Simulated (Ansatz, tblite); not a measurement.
Removing an electron: Al7Sb6H22⁻, a cluster cut from wurtzite AlSb (hydrogen-capped). Total charge -1; singlet. Geometry: PBE-D4/def2-SVP. Ansatz, gas phase; energy differences of separate SCF runs; the oxidised species was run as a doublet alone.

```xyz
35

Al   -0.803    2.888   -3.548
Sb   -1.351    4.384   -1.339
Al    0.100    4.543    0.960
Al   -0.500   -1.379   -4.406
Sb   -0.555    0.446   -2.407
Al    1.042    0.126   -0.256
Sb    0.249    1.916    1.601
Al    1.213    1.754    4.126
Sb   -0.780   -3.670   -2.961
Al    0.740   -4.503   -0.860
Sb    0.554   -2.331    0.745
Al    1.559   -3.024    3.161
Sb    0.755   -0.881    4.637
H    -2.093    2.921   -4.511
H     0.637    3.382   -4.067
H    -1.785    5.977   -1.836
H    -2.941    3.944   -0.858
H     1.557    5.066    0.524
H    -0.775    5.332    2.057
H    -1.797   -1.213   -5.345
H     0.981   -1.434   -5.033
H    -2.114    0.197   -1.724
H     2.588    0.314   -0.636
H    -1.406    1.494    1.808
H     2.813    1.925    4.095
H     0.301    2.626    5.124
H    -1.008   -4.992   -4.045
H    -2.401   -3.667   -2.391
H     2.242   -4.618   -1.425
H     0.008   -5.763   -0.176
H    -1.136   -2.252    1.060
H     3.166   -2.945    3.111
H     0.807   -4.333    3.721
H    -0.949   -1.039    4.794
H     1.082   -1.193    6.302
```

In the def2 sets Sb takes a core potential; there is no spin–orbit coupling. The xTB rows come from tblite. Single mean-field runs in def2-TZVP are fitted with def2-universal-jkfit. HOMO above LUMO, or a gap near zero within one spin, warns that the state may not be the lowest or that an electron is smeared out.

```csv
level,−HOMO (eV),vertical IE (eV),−LUMO (eV),HOMO–LUMO gap (eV),remarks
GFN1-xTB,7.29,8.75,4.57,2.72,–
GFN2-xTB,6.85,8.31,4.22,2.63,–
PBE-D4/def2-TZVP,3.42,4.92,-0.13,3.55,gap within one spin near zero (doublet)
PBE0-D4/def2-TZVP,4.28,5.33,-0.81,5.09,–
ωB97X-V/def2-TZVP,6.22,5.79,-2.64,8.87,–
```

Relaxing the oxidised species (PBE-D4/def2-SVP) changes its energy by -0.25 eV at PBE-D4/def2-TZVP, so the adiabatic ionisation energy to this nearest minimum is 4.66 eV. At PBE0-D4/def2-TZVP it is 5.04 eV.    Raw xTB energy differences between charge states are shifted by several eV; the methods need an empirical correction for them.
